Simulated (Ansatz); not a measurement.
Cost and result for the atomization energy of FGaH₄O₂Si (`O[SiH](F)[O][GaH2]`) (9 atoms, 8 bonds).

Cartesian coordinates in Å:
```
O 0.433 -0.965 0.334
Si -1.083 -0.482 -0.227
F -2.068 -0.547 1.020
O -0.684 0.968 -0.737
Ga 1.093 1.159 -0.176
H 0.536 -1.517 1.112
H -1.622 -1.415 -1.226
H 1.261 1.834 1.220
H 2.133 0.965 -1.319
```

Charge 0, multiplicity 1. Correlated methods include outer-core shells of Ga, which these sets cover unevenly. Scalar relativity is left out up to krypton. Geometry: relaxed with PBE0-D4/def2-TZVP. It is one conformer, not always the lowest. Program: Ansatz. All runs use 4 threads of an Intel Xeon Platinum 8488C on a shared host. Times are those of one run each, without the atoms' runs, and a repeat can differ threefold. Electronic energies, without spin–orbit coupling; frozen cores. CCSD(T)/CBS adds CCSD(T) − MP2 in def2-TZVPP to the MP2 limit, and its time is that of the two runs behind it. T1 = 0.013. With those shells the extrapolation isn't a true limit.

CCSD(T)/CBS is a level of theory with its own doubt, some kJ/mol a heavy atom from the limit and from the frozen cores, so smaller differences don't rank the functionals.

```tsv
level	functions	wall time	atomization (kJ/mol)	difference from CCSD(T)/CBS	per bond
LDA (SPW92)/def2-TZVPP	239	0.95 s	3725.5	437.8	54.7
revPBE-D4/def2-TZVPP	239	1.4 s	3161.0	-126.7	-15.8
PBE-D4/def2-TZVPP (with forces)	239	1.6 s	3256.3	-31.4	-3.9
PBE0-D4/def2-TZVPP	239	2.1 s	3192.0	-95.7	-12.0
BHLYP-D4/def2-TZVPP	239	2.4 s	3121.8	-165.9	-20.7
PBE-QIDH/def2-TZVPP	239	4 s	3217.6	-70.1	-8.8
B97M-V/def2-TZVPP	239	4.3 s	3265.8	-21.9	-2.7
CCSD(T)/def2-SVP	112	4.9 s	3008.5	-279.2	-34.9
ωB97X-V/def2-TZVPP	239	5.5 s	3270.4	-17.3	-2.2
ωB97M-V/def2-TZVPP (with forces)	239	7.5 s	3259.4	-28.3	-3.5
MP2/def2-QZVPP	450	16 s	3348.6	60.9	7.6
CCSD(T)/def2-TZVPP	239	100 s	3199.1	-88.6	-11.1
CCSD(T)/CBS(def2)	–	120 s	3287.7	0.0	0.0
```

In def2-TZVPP, CCSD(T) changes the Hartree–Fock value by +852.2 kJ/mol (the triples alone add +49.5 kJ/mol) and MP2 by +947.4 kJ/mol; breaking electron pairs costs correlation energy, which Hartree–Fock lacks. The D4 term adds +34.2 kJ/mol with B3LYP and +17.7 kJ/mol with PBE0; it sums over pairs of atoms, weighted by their polarisabilities, and B3LYP, whose exchange is more repulsive, gets the larger term. From BLYP to BHLYP (50 % exact exchange), in def2-TZVPP and without D4, the atomization energy moves by −74.0 kJ/mol: exact exchange takes away binding that semilocal exchange gives to molecules.

B3LYP here is the variant with VWN-RPA as its local correlation; programs differ in this.
